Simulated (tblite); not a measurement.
C3H10NOSi2 (doublet state).
Atom-mapped SMILES: `[O:1][CH2:2][NH:3][SiH:4]1[CH2:5][SiH2:6][CH2:7]1` (hydrogens: H8, H9 on C2; H10 on N3; H11 on Si4; H12, H13 on C5; H14, H15 on Si6; H16, H17 on C7)

Computed geometry: GFN2-xTB, gas phase. This method treats the open shell by occupation alone, without spin polarisation.

Question: List the bond lengths, angles and torsions at this level.

Answer: 
```tsv
bond	length (Å)	order
O1–C2	1.283	single
C2–N3	1.438	single
N3–Si4	1.727	single
Si4–C5, Si4–C7	1.922	single
C5–Si6, Si6–C7	1.922	single
C2–H8, C2–H9	1.126	single
N3–H10	1.008	single
Si4–H11	1.460	single
C5–H12, C7–H17	1.086	single
C5–H13, C7–H16	1.087	single
Si6–H14	1.463	single
Si6–H15	1.465	single
```

Bonds in one row agree within 0.01 Å and their mean is given. Orders are formal, as drawn. A selection of angles:
```tsv
angle	degrees
O1–C2–N3	117.6
O1–C2–H8	112.0
O1–C2–H9	112.7
N3–C2–H8	105.8
N3–C2–H9	106.8
H8–C2–H9	100.3
C2–N3–Si4	126.3
C2–N3–H10	111.5
Si4–N3–H10	121.5
N3–Si4–C5	111.2
N3–Si4–C7	113.2
N3–Si4–H11	105.3
C5–Si4–C7	87.4
C5–Si4–H11	120.2
Si4–C5–Si6	92.3
Si4–C5–H12	113.3
Si4–C5–H13	115.6
Si6–C5–H12	113.2
Si6–C5–H13	116.0
H12–C5–H13	106.4
C5–Si6–C7	87.5
C5–Si6–H14	114.9
C5–Si6–H15	113.9
H14–Si6–H15	110.3
```

Dihedral angles: O1–C2–N3–Si4 -168° (antiperiplanar); C2–N3–Si4–C5 -39° (synclinal); N3–Si4–C5–Si6 107° (anticlinal); Si4–C5–Si6–C7 6° (synperiplanar); C5–Si6–C7–Si4 -6° (synperiplanar); N3–Si4–C7–Si6 -106° (anticlinal). The mirror-image conformer, all signs reversed, is as good.

Of the pairs four or more bonds apart, Si6···H9 is among the closest relative to their van der Waals radii: 3.42 Å, 104 % of the sum of Bondi's values. The 4-membered ring Si4–C5–Si6–C7 has internal angles of 87.4° to 92.3°; it is slightly puckered (a soft mode that the optimisation may not have finished), 0.05 Å rms from its mean plane, widest ring torsion 6°. Si4 (silicon bonded to 2 C, N and H) has angles from 87.4° to 120.2°. N3 (nitrogen bonded to C, Si and H) is almost planar (angles 126.3°, 121.5° and 111.5°, sum 359.3°, 0.06 Å off the plane of its three neighbours). Si6 (silicon bonded to 2 C and 2 H) has angles from 87.5° to 115.2°.

Point group: C1 (no symmetry element, even within 0.4 Å). Its GFN2-xTB frequencies are all real (lowest 38 cm⁻¹). 3 starts were optimised and ended at 0.00, 0.08 and -25.59 kcal/mol (GFN2-xTB); the lowest of these is shown.

Time: 0.71 s of wall time. Hardware: one thread of an AMD EPYC 9B45, no GPU, on a shared host. These figures are those of the optimisation.
